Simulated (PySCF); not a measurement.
```xyz
5
charge 0 multiplicity 1, angstrom
Ca    0.1164    0.0000    0.0000
O    -0.1268   -2.0190    0.0000
O    -0.1268    2.0190    0.0000
H    -0.3004   -2.9678    0.0000
H    -0.3004    2.9678    0.0000
```

All numbers come from BP86 in PySCF with Ca def2-TZVP, O def2-TZVP, H def2-TZVP; no relativity; density-fitted integrals.

This geometry of Ca(OH)₂ is a stationary point at this level.

Task: What is the point group?

Result: C2v.

Task: Is it a minimum?

Result: Yes: all harmonic wavenumbers are real, though the softest, 32 cm⁻¹, leaves little margin.

Task: What are the dipole moment and the gap between the highest occupied and lowest empty levels?

Result: 1.01 D and 4.07 eV.

Task: Give the atomic charges and bond orders.

Result: 
| atom | Mulliken | Löwdin | polar tensor | Mayer order to Ca1 |
| --- | --- | --- | --- | --- |
| Ca1 | 1.19 | 0.83 | 1.72 | – |
| O2,3 | -0.88 | -0.55 | -1.10 | 0.72 |
| H4,5 | 0.28 | 0.14 | 0.24 | 0.03 |
Other Mayer orders above 0.3: O–H 0.91 (×2).

Other isomers or separated fragments may lie lower.
